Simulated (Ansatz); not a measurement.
(1) Predict a relaxed structure of (F3Sn)2NH (Sn₂NF₆H), charge 0, singlet, at PBE0-D4/def2-SVP (Ansatz).

Results:

(1) 
```xyz
10

Sn   -0.286    1.500    0.166
F     1.481    2.197    0.356
F    -1.142    2.779   -0.981
F    -1.308    1.588    1.774
N    -0.481   -0.191   -0.929
Sn    0.397   -1.690   -0.008
F    -0.583   -3.154    0.717
F     2.017   -2.481   -0.624
F     0.764   -0.368    1.400
H    -0.860   -0.180   -1.872
```
 This is one stationary point.

In the def2 sets Sn takes a core potential; there is no spin–orbit coupling.
